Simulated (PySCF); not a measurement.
Dipole response of S⁺ (sulfur, charge +1)

[Ne] 3s1 3p3 4s1, high-spin 6S determinant (an excited configuration). All numbers are calculated (PySCF 2.14, the non-relativistic Hamiltonian (point nucleus), in aug-cc-pV(5+d)Z (8s7p6d4f3g2h, 136 functions)). Coupled (time-dependent) response in atomic units; α is the mean over directions.

```
 method  mean α (bohr³)  C₆ (like pair)  S(−4)
r2SCAN0           151.3            1567  20290
```

S(−4) is the Cauchy moment in α(ω) = α(0) + S(−4) ω² + …

α(iu) at r2SCAN0:

```tsv
u (hartree)	α(iu) (bohr³)
0	151.3
0.0500	113.7
0.100	66.76
0.200	28.06
0.300	16.22
0.500	8.372
0.750	4.889
1.00	3.232
1.50	1.717
2.00	1.072
3.00	0.5488
5.00	0.2421
```

A single London oscillator, α(iu) = α/(1 + u²/ω²), gives C₆ = (3/4) ω α². Matching the computed C₆ needs ω = 4 × 1567 / (3 × 151.3²) = 0.0913 hartree.

For an ion, C₆ is the dispersion term alone; charge-induced terms of lower order in 1/R come first.

The outer electron is Rydberg-like, and this basis confines it to a smaller radius and binds it less than a complete one would.
